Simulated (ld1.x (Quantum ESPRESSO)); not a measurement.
Values are calculated unless marked as measured or tabulated.
# Hardness and transferability of assorted potentials

Generated with ld1.x 7.5 (TM, RRKJ, ultrasoft, PAW), atompaw 4.2 or ONCVPSP 4.0.1. The cutoff is in Ry: for ld1.x and atompaw files where the sum of valence levels is converged to 10 mRy in a Bessel basis, for ONCV files where the hardest occupied wave has 1 mHa per electron of residual kinetic energy. The error is the largest all-electron minus pseudo excitation energy over each file’s own four to seven test configurations (ionisations up to +4, promotions, holes and added fractions of an electron), all of which were solved. The labels leave out finer settings (local radius, basis sizes, second energies), which also bear on the numbers. Spin-polarised tests are not counted. The rows are a selection from randomly drawn settings: files with unsolved tests, undetermined cutoffs or missed reference levels are left out.

A true bound ghost makes a file unfit for plane-wave use even where its test errors are small: the radial tests pick states by their node count and pass the ghost by.

```csv
element,potential,cutoff (Ry),largest error (meV),bound ghosts
Li,"TM, PBEsol, scalar-relativistic, rc 2.05/4.20 (sp), local s, core correction no, reference 2s1 2p0",6,+3.0,none
Al,"ultrasoft, PBE, scalar-relativistic, rc 2.05/2.90/2.55 (spd), local smoothed, core correction yes, reference 3s1.75 3p1.25",6,-7.6,none
Au,"TM, PBEsol, scalar-relativistic, rc 1.75/2.20/2.05 (spd), local smoothed, core correction no, reference 5d10 6s0 6p0",45,-95,"s, p"
Hg,"TM semilocal, PBEsol, scalar-relativistic, rc 1.70/3.10/1.80 (spd), local s, core correction yes, reference 5d10 6s1 6p0",50,-299,none
```

Fill in the row for As: RRKJ, LDA (PZ), scalar-relativistic, rc 1.40/2.00/1.95 (spd), local smoothed, core correction yes, reference 4s2 4p1.

cutoff 21 Ry, largest error -139 meV, bound ghosts: none.

Fill in the row for Pr: TM, PBE, scalar-relativistic, rc 2.90/3.25/2.05 (spd), local smoothed, core correction yes, reference 5d1 6s1 6p0.

cutoff 12 Ry, largest error -117 meV, bound ghosts: s, p.

Fill in the row for Hg: RRKJ, PBEsol, scalar-relativistic, rc 2.40/2.25/2.00 (spd), local d, core correction no, reference 6s2 6p0.

cutoff 15 Ry, largest error +259 meV, bound ghosts: s, p, d, f.
